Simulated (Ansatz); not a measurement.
Program: Ansatz. Geometries: PBE0-D4/def2-TZVP. ΔE: electronic, gas phase. CCSD(T)/CBS is the MP2 limit (def2-TZVPP, def2-QZVPP) plus CCSD(T) − MP2 in def2-TZVPP, frozen cores. This one scheme is used for every species. Functionals use def2-TZVPP. B3LYP here is the variant with VWN-RPA as its local correlation; programs differ in this. One conformer a species, not always the lowest.

`OBB(F)[SiH3]` + H₂ → `FB[SiH3]` + `BO`  (hydrogenolysis of a B–B bond)

```
             level  ΔE (kJ/mol)  difference from CCSD(T)/CBS
          B3LYP-D4        -48.4                          2.0
           ωB97M-V        -51.8                         -1.4
               PBE        -42.4                          8.0
              PBE0        -48.8                          1.6
     HF/def2-TZVPP        -76.1                        -25.7
CCSD(T)/def2-TZVPP        -52.4                         -2.0
     HF/def2-QZVPP        -76.6                        -26.2
    MP2/def2-QZVPP        -53.0                         -2.6
      HF/CBS(def2)        -76.6                        -26.2
    CCSD/CBS(def2)        -54.5                         -4.1
       CCSD(T)/CBS        -50.4                            0
```

Largest T1 diagnostic among the species: 0.015.

In def2-TZVPP, CCSD(T) changes the Hartree–Fock value by +23.8 kJ/mol (the triples alone add +4.1 kJ/mol) and MP2 by +22.2 kJ/mol. From PBE to PBE0 (25 % exact exchange), in def2-TZVPP and without D4, ΔE moves by −6.4 kJ/mol.
